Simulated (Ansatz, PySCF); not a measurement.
C2H6BO2, SMILES CO[B]OC, multiplicity 2. Atoms are numbered in the order given.

```xyz
11

C      1.9521     0.5532     0.3040
O      1.3232    -0.6256    -0.1852
B     -0.0081    -0.7263    -0.3328
O     -0.8679     0.2726    -0.0233
C     -2.2710     0.1650    -0.1642
H      1.2179     1.2451     0.7440
H      2.6921     0.2660     1.0660
H      2.4757     1.0585    -0.5229
H     -2.7480     0.3189     0.8165
H     -2.6280     0.9458    -0.8542
H     -2.5645    -0.8220    -0.5557
```
Charge 0, spin multiplicity 2.

Geometry optimised at ωB97X-D3(BJ)/def2-SVP. The isomer is the one that the SMILES or the coordinates give; other isomers of the formula were not compared. Other conformers were not sampled.

Two levels are set side by side: PBE-D3(BJ)/def2-SVP (Ansatz, a first-principles code) and ωB97X-D3(BJ)/def2-SVP (PySCF). Each level has its own optimised geometry; the coordinates shown are those of the second. Differences are taken from unrounded values.

| quantity | ωB97X-D3(BJ) |
|---|---|
| mean bond length (Å) | 1.214 |
| bond C1–O2 (Å) | 1.423 |
| bond O2–B3 (Å) | 1.343 |
| bond B3–O4 (Å) | 1.354 |
| bond O4–C5 (Å) | 1.414 |
| bond C1–H6 (Å) | 1.101 |
| bond C1–H7 (Å) | 1.100 |
| bond C1–H8 (Å) | 1.102 |
| bond C5–H9 (Å) | 1.101 |
| bond C5–H10 (Å) | 1.101 |
| bond C5–H11 (Å) | 1.102 |

What does PBE-D3(BJ) give, and how far is it from ωB97X-D3(BJ)? (Estimate from the structure and the level; the computed values follow.)


```json
[
 {"quantity": "mean bond length (Å)", "PBE-D3(BJ)": "1.222", "PBE-D3(BJ) minus ωB97X-D3(BJ)": "0.007"},
 {"quantity": "bond C1–O2 (Å)", "PBE-D3(BJ)": "1.433", "PBE-D3(BJ) minus ωB97X-D3(BJ)": "0.010"},
 {"quantity": "bond O2–B3 (Å)", "PBE-D3(BJ)": "1.348", "PBE-D3(BJ) minus ωB97X-D3(BJ)": "0.004"},
 {"quantity": "bond B3–O4 (Å)", "PBE-D3(BJ)": "1.359", "PBE-D3(BJ) minus ωB97X-D3(BJ)": "0.005"},
 {"quantity": "bond O4–C5 (Å)", "PBE-D3(BJ)": "1.419", "PBE-D3(BJ) minus ωB97X-D3(BJ)": "0.005"},
 {"quantity": "bond C1–H6 (Å)", "PBE-D3(BJ)": "1.109", "PBE-D3(BJ) minus ωB97X-D3(BJ)": "0.008"},
 {"quantity": "bond C1–H7 (Å)", "PBE-D3(BJ)": "1.109", "PBE-D3(BJ) minus ωB97X-D3(BJ)": "0.009"},
 {"quantity": "bond C1–H8 (Å)", "PBE-D3(BJ)": "1.109", "PBE-D3(BJ) minus ωB97X-D3(BJ)": "0.008"},
 {"quantity": "bond C5–H9 (Å)", "PBE-D3(BJ)": "1.110", "PBE-D3(BJ) minus ωB97X-D3(BJ)": "0.008"},
 {"quantity": "bond C5–H10 (Å)", "PBE-D3(BJ)": "1.110", "PBE-D3(BJ) minus ωB97X-D3(BJ)": "0.008"},
 {"quantity": "bond C5–H11 (Å)", "PBE-D3(BJ)": "1.110", "PBE-D3(BJ) minus ωB97X-D3(BJ)": "0.009"}
]
```

Exact exchange shortens and stiffens bonds; PBE has none. Differences between two approximate levels are no errors against the true value.
